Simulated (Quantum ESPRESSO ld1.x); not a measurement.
Results of a calculation; reference values are marked as such.
One sound ld1.x (Quantum ESPRESSO 7.5) input for the chlorine ion Cl+ gives E = -460.924 hartree in 28 iterations:

```
 &input
    zed=17.0,
    iswitch=1,
    rel=1,
    dft='PBE',
    config='[Ne] 3s2 3p4',
    prefix='ld1',
    max_out_wfc=37,
    file_charge='ld1.rho',
 /
```

Changed or added lines, one case at a time, and what came of them:

- lsd=1 dft='BLYP': silently wrong. The run ends normally, but in this build (ld1.x 7.5) Etot and Exc of a spin-polarised run lack the gradient corrections of exchange and correlation and come out near their LSDA values (nitrogen, PBE: -54.132 hartree against -54.536 from two other codes). The eigenvalues and orbitals are those of the GGA; the energies must not be used.
- rel=4: refused. The program stops in ld1_readin with "wrong rel": rel takes 0, 1 or 2.
- config='[Ne] 3s2 3p4 4d-1': harmless. A negative occupation marks a state as unused; the result equals that of the sound run.
- confg=1: refused. The program stops in ld1_readin with "reading input namelist": the namelist holds a keyword that &input does not know.
- config='[Ne] 3s2 3p4 4p3': not converged. The string holds 19 electrons for Z = 17, so the species has charge -2 and is not the one meant. The extra electrons are not bound, and the cycle does not converge.
- rmax=5000.0: harmless. The energy moves by less than 1e-5 hartree against the default mesh (-460.924 hartree).
- config='[Ne] 3s2 3p4 3f1': refused. The program stops in el_config with "main/angular quantum number mismatch": l must be smaller than n.
